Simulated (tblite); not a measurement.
Record of a relaxation.

C4H14GeN2.
Bonds: C1–N2, N2–Ge3, Ge3–N4, N4–C5, C5–C6, C5–C7. Hydrogens: H8, H9, H10 on C1; H11 on N2; H12, H13 on Ge3; H14 on N4; H15 on C5; H16, H17, H18 on C6; H19, H20, H21 on C7.

Computed with GFN2-xTB (tblite), gas phase: L-BFGS steps from a force-field or distance-geometry start until the largest atomic force falls under 0.01 eV/Å. 3 of its 155 geometries are shown.

Step 0: E = -637.9407 eV, largest atomic force 1.937 eV/Å
```
atom  x, y, z in Å  |  force x, y, z in eV/Å
C1      2.892    0.863    0.012    0.430  -0.256  -0.007
N2      1.903    0.134    0.816    1.174  -0.343   0.967
Ge3     1.093   -1.173   -0.167   -0.237  -1.633  -0.606
N4     -0.629   -0.825   -0.719    1.037  -0.743  -0.597
C5     -1.250    0.353   -0.185   -0.623   0.219   0.481
C6     -1.299    0.255    1.317   -0.367   0.688   1.773
C7     -2.685    0.333   -0.678   -0.487   0.228  -0.644
H8      2.597    0.841   -1.065    0.363   0.301   0.857
H9      2.998    1.887    0.397   -0.087  -0.192  -0.310
H10     3.852    0.329    0.164   -0.130   0.599  -0.640
H11     2.479   -0.276    1.609   -1.355   0.566  -0.982
H12     1.921   -1.462   -1.466   -0.253   0.159   0.410
H13     1.101   -2.513    0.621    0.023   0.278  -0.080
H14    -1.256   -1.655   -0.760    0.702   1.017   0.244
H15    -0.703    1.287   -0.481   -0.313  -0.860   0.034
H16    -1.946   -0.611    1.613    0.704   0.676  -0.129
H17    -0.283    0.172    1.755   -0.630  -0.203  -0.276
H18    -1.737    1.187    1.769    0.206  -0.795  -0.385
H19    -3.003   -0.731   -0.654   -0.113   0.765  -0.219
H20    -2.681    0.720   -1.720   -0.482  -0.364   0.687
H21    -3.373    0.902   -0.024    0.438  -0.109  -0.577
```

Step 77: E = -638.7938 eV, largest atomic force 0.211 eV/Å
```
atom  x, y, z in Å  |  force x, y, z in eV/Å
C1      2.491    1.008   -0.431    0.102   0.065   0.020
N2      2.083    0.077    0.600   -0.056  -0.017   0.076
Ge3     1.224   -1.449    0.151    0.053  -0.070  -0.131
N4     -0.353   -0.853   -0.504   -0.032   0.080   0.101
C5     -1.075    0.219    0.161   -0.048   0.086   0.001
C6     -1.718   -0.219    1.478    0.004  -0.006  -0.055
C7     -2.144    0.778   -0.776   -0.014   0.053   0.101
H8      1.733    1.018   -1.208   -0.108   0.070  -0.044
H9      2.592    2.009   -0.004   -0.001   0.020  -0.090
H10     3.439    0.721   -0.894    0.118   0.082  -0.066
H11     2.790    0.017    1.315    0.074  -0.077   0.103
H12     1.825   -2.207   -1.010   -0.016  -0.069  -0.016
H13     1.292   -2.303    1.395   -0.090  -0.011   0.079
H14    -0.995   -1.532   -0.888    0.013  -0.085   0.034
H15    -0.331    0.992    0.377   -0.014   0.034  -0.008
H16    -2.381   -1.055    1.281   -0.124  -0.160   0.060
H17    -0.955   -0.536    2.184    0.070  -0.023  -0.004
H18    -2.299    0.582    1.929    0.057   0.039  -0.074
H19    -2.983    0.082   -0.829    0.042   0.091  -0.076
H20    -1.747    0.933   -1.775    0.047  -0.049  -0.004
H21    -2.499    1.735   -0.399   -0.078  -0.054  -0.008
```

Step 154: E = -638.8519 eV, largest atomic force 0.009 eV/Å
```
atom  x, y, z in Å  |  force x, y, z in eV/Å
C1      2.436    1.052   -0.592    0.002  -0.001  -0.006
N2      2.251    0.088    0.478    0.002   0.008   0.001
Ge3     1.286   -1.431    0.263   -0.002  -0.003  -0.004
N4     -0.317   -0.870   -0.349   -0.003   0.002  -0.002
C5     -1.089    0.180    0.290   -0.001   0.003  -0.001
C6     -1.943   -0.347    1.444   -0.003   0.000  -0.004
C7     -1.961    0.881   -0.750   -0.002  -0.005   0.003
H8      1.520    1.090   -1.179    0.002   0.001  -0.003
H9      2.624    2.044   -0.173   -0.002   0.001   0.003
H10     3.264    0.799   -1.264    0.004  -0.003   0.000
H11     3.088    0.003    1.037   -0.001  -0.002   0.000
H12     1.729   -2.422   -0.795    0.001  -0.004   0.004
H13     1.369   -2.076    1.633   -0.001   0.000   0.000
H14    -0.924   -1.581   -0.734    0.001   0.004   0.002
H15    -0.363    0.896    0.689   -0.005   0.001   0.008
H16    -2.672   -1.068    1.076    0.002  -0.006  -0.004
H17    -1.306   -0.840    2.177    0.001   0.000   0.000
H18    -2.474    0.467    1.930    0.003   0.004   0.004
H19    -2.697    0.187   -1.154    0.001  -0.001  -0.004
H20    -1.345    1.245   -1.569   -0.006   0.000   0.000
H21    -2.485    1.722   -0.304    0.006   0.001   0.003
```

Task: Summarise the path.

Result: The energy falls by 87.92 kJ/mol from step 0 to step 154; nine tenths of that is first reached at step 73. It falls at every step. The largest force goes from 1.937 to 0.009 eV/Å. Among the bonds N2–H11 changes most, from 1.063 to 1.010 Å; the atoms move by 1.023 Å rms after alignment.

Task: Follow the three bonds and two angles with the largest change from start to end.

Result: 
| step | E above end (kJ/mol) | largest force (eV/Å) | N2–H11 (Å) | Ge3–H12 (Å) | Ge3–H13 (Å) | N2–Ge3–N4 (°) | C1–N2–Ge3 (°) |
| --- | --- | --- | --- | --- | --- | --- | --- |
| 0 | 87.92 | 1.937 | 1.063 | 1.567 | 1.555 | 116.2 | 111.1 |
| 7 | 33.23 | 0.436 | 1.013 | 1.504 | 1.521 | 111.3 | 116.5 |
| 13 | 27.16 | 0.183 | 1.013 | 1.506 | 1.514 | 110.8 | 119.3 |
| 20 | 24.47 | 0.160 | 1.010 | 1.510 | 1.516 | 110.8 | 122.6 |
| 27 | 21.96 | 0.100 | 1.010 | 1.509 | 1.523 | 109.4 | 125.3 |
| 33 | 20.74 | 0.104 | 1.011 | 1.511 | 1.521 | 108.9 | 126.1 |
| 40 | 19.22 | 0.161 | 1.012 | 1.515 | 1.521 | 109.5 | 125.2 |
| 47 | 17.54 | 0.127 | 1.012 | 1.505 | 1.515 | 110.1 | 124.3 |
| 54 | 16.84 | 0.066 | 1.011 | 1.510 | 1.521 | 109.9 | 123.9 |
| 60 | 15.40 | 0.135 | 1.010 | 1.514 | 1.517 | 108.9 | 122.6 |
| 67 | 12.20 | 0.265 | 1.008 | 1.506 | 1.515 | 106.8 | 119.9 |
| 74 | 7.46 | 0.208 | 1.011 | 1.509 | 1.524 | 104.1 | 119.3 |
| 80 | 4.28 | 0.163 | 1.010 | 1.512 | 1.519 | 102.2 | 120.2 |
| 87 | 2.32 | 0.084 | 1.009 | 1.518 | 1.518 | 101.8 | 120.0 |
| 94 | 1.34 | 0.077 | 1.009 | 1.515 | 1.515 | 103.1 | 121.5 |
| 100 | 0.86 | 0.039 | 1.009 | 1.515 | 1.514 | 103.6 | 123.0 |
| 107 | 0.61 | 0.053 | 1.010 | 1.515 | 1.517 | 104.2 | 123.0 |
| 114 | 0.44 | 0.043 | 1.011 | 1.517 | 1.518 | 104.3 | 123.0 |
| 121 | 0.28 | 0.023 | 1.010 | 1.516 | 1.516 | 104.7 | 123.3 |
| 127 | 0.22 | 0.031 | 1.010 | 1.518 | 1.516 | 104.8 | 122.9 |
| 134 | 0.13 | 0.026 | 1.010 | 1.515 | 1.517 | 104.5 | 122.5 |
| 141 | 0.05 | 0.018 | 1.010 | 1.516 | 1.516 | 104.3 | 122.5 |
| 147 | 0.02 | 0.016 | 1.010 | 1.516 | 1.516 | 104.5 | 122.5 |
| 154 | 0.00 | 0.009 | 1.010 | 1.516 | 1.516 | 104.6 | 122.5 |

What follows is the cost of the whole relaxation. On an Arm Neoverse N1 with one thread, no GPU, shared host with 64 logical CPUs at a one-minute load of 56, this took 1.9 s of wall time.
